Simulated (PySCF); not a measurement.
Work out the structure from these simulated measurements.

Elements present: B, C, F and H. Monoisotopic mass: 126.0452 u.

* Valence photoelectron: vertical ionisation energy: 9.66 eV [ΔSCF CAM-B3LYP/def2-SVPD]
* NMR, other nuclei: isotropic shieldings of nuclei other than C and H, by class: 78 (1 B), 272 (2 F) ppm [GIAO B97-2/pcSseg-1]
* Couplings: largest of the computed one-bond spin–spin couplings (means over like bonds): 13C–1H +169.1 (×2), 13C–1H +168.2 (×2), 13C–1H +166.7, 19F–11B -123.1 (×2), 13C–11B +103.3 Hz [B3LYP/pcJ-1, spin–dipole term left out for some pairs]
* UV, first state: lowest singlet excitation: 5.15 eV (241 nm, f = 0.020) [TDDFT CAM-B3LYP/def2-SVPD]
* Rotational structure: rotational constants A, B, C: 3.689, 1.102, 0.849 GHz [PBE0-D3(BJ)/def2-SVP]
* Dipole: 2.47 D [CAM-B3LYP/def2-SVPD]
* 13C NMR: chemical shifts (computed TMS as zero) by class: 140.0 (2 C), 137.0 (1 C), 130.5 (2 C), 124.7 (1 C) ppm [GIAO B97-2/pcSseg-1]

Electronic properties: PySCF, gas phase, density fitting. Levels stand in brackets. Isolated species at its PBE0-D3(BJ)/def2-SVP geometry, gas phase. NMR values are class means; diastereotopic atoms form classes of their own.

Problem. Which formula fits the mass and the elements?

Solution. C6H5BF2 (calculated 126.0452). No other formula that holds each of these elements comes within 0.0003 u with a fitting electron parity and a possible valence count.

Problem. What is the compound? Reason from the data.

Solution. Numbering: `[F:1][B:2]([F:3])[c:4]1[cH:5][cH:6][cH:7][cH:8][cH:9]1`. 6 carbons fall into 4 classes; from least to most shielded: aromatic CH carbon [C5/C9] (140.0 ppm, 2 C), aromatic CH carbon [C7] (137.0 ppm), aromatic CH carbon [C6/C8] (130.5 ppm, 2 C), substituted aromatic carbon [C4] (124.7 ppm). The other shieldings belong to: 78 ppm, three-coordinate boron [B2]; 272 ppm, boron-bound fluorine [F1/F3]. The couplings run between: +169.1 Hz, aromatic CH carbon [C5] and its hydrogen (with 1 like pair); +168.2 Hz, aromatic CH carbon [C6] and its hydrogen (with 1 like pair); +166.7 Hz, aromatic CH carbon [C7] and its hydrogen; -123.1 Hz, boron-bound fluorine [F1] and three-coordinate boron [B2] (with 1 like pair); +103.3 Hz, substituted aromatic carbon [C4] and three-coordinate boron [B2]. S1 is mainly HOMO→LUMO (weight 0.75); the largest Löwdin shares of the orbital it empties are 0.20 on each of 4 atoms of one kind (aromatic CH carbon), of the orbital it fills 0.17 on an aromatic CH carbon, 0.17 on the substituted aromatic carbon and 0.15 on the three-coordinate boron. By its constants the optimised geometry is an asymmetric top. Structure: `FB(F)C1=CC=CC=C1` (phenyldifluoroborane). The assignments are read from this structure; whether some other isomer fits the data as well wasn't checked.

The values belong to the conformer `[F:1][B:2]([F:3])[c:4]1[cH:5][cH:6][cH:7][cH:8][cH:9]1`: F1–B2–C4–C5 -2°.
